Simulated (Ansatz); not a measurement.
CH₆F₂Si₂ (`FC[SiH](F)[SiH3]`), relaxed with RKS PBE0-D4/def2-TZVP in Ansatz from a PBE-D4/def2-SVP geometry. The force threshold is 0.005 eV/Å; the program also tests the step.

Total charge 0; spin multiplicity 1.

Start:

```xyz
11

F     1.904   -0.820   -0.267
C     1.468    0.418   -0.761
Si   -0.045    0.886    0.309
F    -0.867    2.099   -0.448
Si   -1.375   -1.045    0.487
H     2.303    1.151   -0.701
H     1.187    0.310   -1.834
H     0.406    1.406    1.647
H    -0.694   -2.042    1.383
H    -2.726   -0.712    1.062
H    -1.560   -1.650   -0.878
```

**Question.** How much energy does the relaxation release, and in how many steps? (An estimate is asked.)

**Answer.** Ansatz gave: 6.38 kJ/mol, in 15 steps.

**Question.** Which bonds change most? (Estimate.)

**Answer.** Ansatz gave: Si3–F4 from 1.650 to 1.609 Å; C2–H7 from 1.114 to 1.095 Å; C2–H6 from 1.113 to 1.095 Å; Si3–H8 from 1.505 to 1.487 Å.

**Question.** Give the relaxed structure. (Estimate.)

**Answer.** Ansatz gave: 
```xyz
11

F     2.121   -0.681   -0.195
C     1.497    0.434   -0.752
Si   -0.036    0.827    0.289
F    -0.808    2.020   -0.466
Si   -1.429   -1.047    0.481
H     2.214    1.261   -0.763
H     1.234    0.200   -1.789
H     0.387    1.337    1.620
H    -0.745   -2.086    1.294
H    -2.703   -0.666    1.147
H    -1.731   -1.599   -0.867
```
